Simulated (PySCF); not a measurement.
**Static response to an electric field**

Compound: SiH2MeEt, C₃H₁₀Si.
Structure used (PBE0-D3(BJ)/def2-SVP), in Å, numbered top down from 1:
```
atom  x, y, z in Å
Si1    0.459    0.710    0.337
H2     0.514    0.699    1.836
H3     1.875    0.723   -0.156
C4    -0.438    2.253   -0.257
H5    -1.476    2.269    0.111
H6    -0.465    2.292   -1.357
H7     0.063    3.165    0.103
C8    -0.397   -0.862   -0.264
C9     0.299   -2.155    0.150
H10   -0.481   -0.801   -1.364
H11   -1.434   -0.843    0.115
H12   -0.232   -3.046   -0.221
H13    1.329   -2.202   -0.238
H14    0.363   -2.246    1.246
```

Level: wB97X-D/def2-SVPD (PySCF), static field, nuclei fixed, core orbitals frozen in the response. The polarisability tensor in these axes (au):

```
x   62.18 -1.79  2.02
y   -1.79 76.42 -0.86
z    2.02 -0.86 60.48
```

Problem. Diagonalise the tensor; give its mean and Δα, where Δα² is half the sum of the squared differences of the eigenvalues.

Solution. Principal values 59.13, 63.23 and 76.71 au; mean 66.36 au = 9.83 Å³ = 10.94 × 10⁻⁴⁰ C²·m²/J; Δα = 15.93 au (24 % of the mean).

Problem. What is the dipole moment, and where does it point?

Solution. (-0.68, -0.02, -0.46) D, 0.82 D in size, pointing from the negative to the positive side. Measured along this direction, the outermost atoms are H3 and H2 at the negative end and H10, H11, H5 and H6 at the positive end.

Problem. In a dilute gas of rigid molecules at 250 K, how does the orientational term μ²/3kT compare with the electronic polarisability?

Solution. In Gaussian units μ²/3kT = 6.52 Å³ against 9.83 Å³, a ratio of 0.66; the Debye molar polarisation (4π/3)N_A(α + μ²/3kT) is 41.3 cm³/mol, leaving out the vibrational part.

Problem. What depolarisation ratio follows for Rayleigh scattering of linearly polarised light, taking the static tensor?

Solution. ρ = 3Δα²/(45ᾱ² + 4Δα²) = 761.7/(198150 + 1015.6) = 0.00382.

Problem. Along which axes do the principal values lie, and how far do the nuclei extend along each?

Solution. Largest value along (-0.13, 0.99, -0.07), where the nuclei span 6.08 Å; middle along (0.82, 0.15, 0.56), 2.82 Å; least along (-0.56, -0.02, 0.83), 2.41 Å. The response follows the extents in order.

Geometry: PBE0-D3(BJ)/def2-SVP, one conformer, isolated molecule.
